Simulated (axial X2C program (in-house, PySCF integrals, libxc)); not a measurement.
**Potential curves of SbB, with spin–orbit coupling**

Computed with an in-house relativistic program for diatomic molecules. Two-component (2c) means X2C with spin–orbit coupling and atomic mean-field two-electron Coulomb and Gaunt terms. Basis: Sb dyall-cv3z [11s12p8d4f1g], B dyall-v3z [7s6p2d1f] (cores contracted in-house); Gaussian nuclei, density fitting, unrestricted open shells. Masses: Sb 120.904 u, B 11.009 u.

State: Ω = 2 (⟨Sz⟩ = 0.99, ⟨Lz⟩ = 1.01 at PBE0). Energies in kJ/mol from the fragments at the same level (Sb + B). Fits are polynomials in 1 − R0/R over 0.85 to 1.23 times the lowest point R0.

```csv
R (Å),PBE0
1.7931,-158.82
1.8755,-209.54
1.9373,-231.12
1.9992,-242.02
2.0610,-244.68
2.1331,-240.05
2.2053,-229.48
2.2980,-210.34
2.4114,-182.40
2.5762,-139.46
```

Occupations by symmetry block were frozen at the best pattern of an incomplete PBE0 search. Dissociation energies refer to the lowest single-determinant-based atoms at the same level and basis. Density functionals use the spin component along the axis (collinear). A 2c atom that is not at its ground J level misses part of its spin–orbit lowering, and De is too large by that part (0.04 eV or less for light atoms). This holds for PBE0. PBE0 can misorder states that lie within some tenths of an eV, so this need not be the ground state of the molecule. The nearest other 2c determinant of the search, Ω = 1, lies 0.14 eV up at the distance of the search. The functionals have no current-density term, which raises determinants with orbital currents, atoms included. With several unpaired electrons one determinant need not be a pure state. Open-shell Ω = 0 determinants with evenly filled partner blocks cannot be reached by this program, so the Ω shown need not be the lowest component.

Question: Fit the PBE0 curve near its minimum: give the equilibrium distance, the harmonic wavenumber and the well depth.

Answer: At PBE0, 2c: Re = 2.054 Å, ωe ≈ 684 cm⁻¹, De = 2.54 eV to Sb + B; Be follows as 0.396 cm⁻¹.
